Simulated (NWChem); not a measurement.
## Correlation energy of diantimony (Sb₂)

SMILES: [Sb]#[Sb]
```xyz
2

Sb     0.0000     0.0000     1.2580
Sb     0.0000     0.0000    -1.2580
```
Charge 0, spin multiplicity 1.

All runs are NWChem calculations. All single points use one geometry, from PBE/def2-SVP with def2 effective core potentials on Sb, a minimum by its harmonic frequencies.

Basis set: def2-SVP. Each correlation energy counts from its own Hartree-Fock reference.

Effective core potentials replace the inner electrons of Sb; spin-orbit coupling is left out. The correlated methods keep 8 core orbitals frozen. No row is a measurement; the coupled-cluster row has its own basis-set and correlation limits.

| method | correlation energy (mHa) |
|---|---|
| MP2 | -233.8 |
| SCS-MP2 | (withheld) |
| CCSD | (withheld) |
| CCSD+T(CCSD) | (withheld) |
| CCSD(T) | -255.7 |
| CR-CCSD[T] | -252.0 |
| CR-CCSD(T) | -251.5 |

### Question
Complete the blanks.

### Answer

- SCS-MP2, correlation energy (mHa): -220.3
- CCSD, correlation energy (mHa): -240.6
- CCSD+T(CCSD), correlation energy (mHa): -256.3
